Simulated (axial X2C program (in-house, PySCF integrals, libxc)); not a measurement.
## Potential curves of TcH⁺, with spin–orbit coupling

Calculated with an in-house relativistic program for diatomic molecules. Two-component (2c) means X2C with spin–orbit coupling and atomic mean-field two-electron Coulomb and Gaunt terms. Basis: Tc dyall-cv3z [12s12p8d5f3g], H dyall-v3z [6s2p1d] (cores contracted in-house); Gaussian nuclei, density fitting, unrestricted open shells. Masses: Tc 98.907 u, H 1.008 u.

State: Ω = 5/2 (⟨Sz⟩ = 2.50, ⟨Lz⟩ = 0.00 at HF). Energies in eV from the fragments at the same level (Tc+ + H). Fits are polynomials in 1 − R0/R over 0.85 to 1.23 times the lowest point R0.

| R (Å) | MP2 | HF |
| --- | --- | --- |
| 1.4425 | -1.6349 | -0.3866 |
| 1.5088 | -1.8614 | -0.6802 |
| 1.5585 | -1.9603 | -0.8296 |
| 1.6083 | -2.0104 | -0.9299 |
| 1.6580 | -2.0199 | -0.9891 |
| 1.7160 | -1.9891 | -1.0162 |
| 1.7741 | -1.9214 | -1.0074 |
| 1.8487 | -1.7918 | -0.9576 |
| 1.9399 | -1.5873 | -0.8603 |
| 2.0725 | -1.2561 | -0.6960 |

Correlated methods: 7 electrons correlated (number of frozen shells: Tc 4 s, 3 p, 1 d; H none), 215 virtual spin orbitals or spinors in MP2.

Occupations by symmetry block were frozen at the best pattern of an incomplete PBE0 search. Dissociation energies refer to the lowest single-determinant-based atoms at the same level and basis. With several unpaired electrons one determinant need not be a pure state. This is the top spin component of a Σ state; components of lower Ω are not single determinants and can lie lower. The determinant is spin-polarised beyond a pure state at some levels (its spin-free form has ⟨S²⟩ too high), which makes Re and μ there less reliable. MP2 and coupled cluster on one determinant become unreliable at the stretched end.

Problem. Fit the MP2 curve near its minimum: give the equilibrium distance, the harmonic wavenumber and the well depth.

Solution. At MP2, 2c: Re = 1.646 Å, ωe ≈ 1960 cm⁻¹, De = 2.02 eV to Tc+ + H; Be follows as 6.24 cm⁻¹.

Problem. Fit the HF curve near its minimum: give the equilibrium distance, the harmonic wavenumber and the well depth.

Solution. At HF, 2c: Re = 1.729 Å, ωe ≈ 1650 cm⁻¹, De = 1.02 eV to Tc+ + H; Be follows as 5.65 cm⁻¹.
